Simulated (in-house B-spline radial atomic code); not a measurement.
How numerical settings move a run on the boron ion B⁺, [He] 2s2. Computed with a B-spline radial code for spherical atoms: scalar-relativistic (X2C) RPBE, spherical fractional occupations, Fermi nucleus of rms radius 2.406 fm.

Command:
```bash
python run_scf.py task.json out
```
Settings of the sound reference run:
```
Z                5
electrons        4
configuration    [He] 2s2
hamiltonian      x2c
method           rpbe,pbe
spin_polarised   False
nucleus          fermi
rms_radius       2.406
mass_number      11
atomic_mass      11.00931
speed_of_light   137.036
knot_spacing     0.22
spline_order     8
gauss_points     12
box_radius       35.29
max_iterations   70
damping          0.5
damped_steps     3
diis_vectors     10
tolerance        1e-08
start            Thomas-Fermi
```

Cost of the run: 0.21 s on 1 thread of Intel(R) Xeon(R) Platinum 8488C, on a shared host.

It converges in 8 iterations to -24.356519 hartree, with 2s at -19.5404 eV. The other runs change the listed settings, some to values that make no sense; their results aren't properties of the atom or ion. Radii are in bohr (the nuclear one in fm), a minus after a letter asks for a j subshell, and «unchanged» means within 1e-8 hartree. The run stops when the residual is below 10 × tolerance × max(1, Z/10), or a noise floor if that is larger, and the energy moves by less than 1e-8 × √|E| hartree; so very loose and very tight tolerances often act alike.

```tsv
changed settings	outcome
box_radius = 70.58	converged in 8 iterations, energy +7.30e-08 hartree from the reference, 2s level +6.2e-07 eV
knot_spacing = 0.15	converged in 8 iterations, energy -3.77e-06 hartree from the reference, 2s level +4.4e-05 eV
spline_order = 5, first_knot = 0.2, max_iterations = 50, diis_vectors = 20	converged in 8 iterations, energy +2.78e-03 hartree from the reference, 2s level +1.2e-03 eV
hamiltonian = dirac, method = scan,scan	stopped with error: meta-GGAs are not served with the Dirac Hamiltonian
damped_steps = 0	converged in 7 iterations, energy unchanged, 2s level -2.0e-06 eV
damped_steps = 1	converged in 7 iterations, energy unchanged, 2s level -1.9e-06 eV
knot_spacing = 2	converged in 8 iterations, energy +5.27e-01 hartree from the reference, 2s level -5.5e-02 eV (the program warns: 1s reaches the box edge)
knot_spacing = 0.1	converged in 8 iterations, energy -4.29e-06 hartree from the reference, 2s level +2.5e-05 eV
knot_spacing = 0.4	converged in 8 iterations, energy +3.47e-05 hartree from the reference, 2s level +4.6e-04 eV
box_radius = 141.16	converged in 8 iterations, energy +8.30e-08 hartree from the reference, 2s level +6.0e-07 eV
first_knot = 0.2, max_iterations = 50, damped_steps = 0, tolerance = 1e-10	converged in 12 iterations, energy +2.61e-03 hartree from the reference, 2s level +1.0e-03 eV
gauss_points = 8, max_iterations = 60, start = bare nucleus	converged in 9 iterations, energy +1.36e-08 hartree from the reference, 2s level -1.6e-06 eV
damped_steps = 30	converged in 18 iterations, energy unchanged, 2s level -2.1e-06 eV
spline_order = 10, gauss_points = 8, first_knot = 0.2, max_iterations = 50, damped_steps = 30	converged in 19 iterations, energy -6.32e-03 hartree from the reference, 2s level -1.7e-03 eV
box_radius = 1.41	converged in 7 iterations, energy +6.25e+00 hartree from the reference, 2s level +1.0e+02 eV (the program warns: 2s has a positive eigenvalue: unbound, held by the box; 1s reaches the box edge)
knot_spacing = 1.4	converged in 8 iterations, energy +8.82e-02 hartree from the reference, 2s level +5.1e-04 eV
knot_spacing = 0.3	converged in 8 iterations, energy +1.34e-05 hartree from the reference, 2s level +2.8e-04 eV
knot_spacing = 0.75	converged in 8 iterations, energy +4.04e-03 hartree from the reference, 2s level -5.0e-03 eV
damped_steps = 8	converged in 12 iterations, energy unchanged, 2s level -3.4e-06 eV
knot_spacing = 1	converged in 8 iterations, energy +4.34e-02 hartree from the reference, 2s level -1.2e-02 eV
```

Question: What happens with box_radius = 7.06?

Answer: Converged in 8 iterations, energy +9.05e-05 hartree from the reference, 2s level +6.4e-03 eV (the program warns: 2s reaches the box edge).

Question: What happens with box_radius = 2.12?

Answer: Converged in 7 iterations, energy +1.35e+00 hartree from the reference, 2s level +2.4e+01 eV (the program warns: 2s has a positive eigenvalue: unbound, held by the box; 1s reaches the box edge).

Question: What happens with box_radius = 3.53?

Answer: Converged in 8 iterations, energy +9.75e-02 hartree from the reference, 2s level +2.6e+00 eV (the program warns: 2s reaches the box edge).

Question: What happens with knot_spacing = 0.55?

Answer: Converged in 8 iterations, energy +3.02e-04 hartree from the reference, 2s level -4.6e-03 eV.
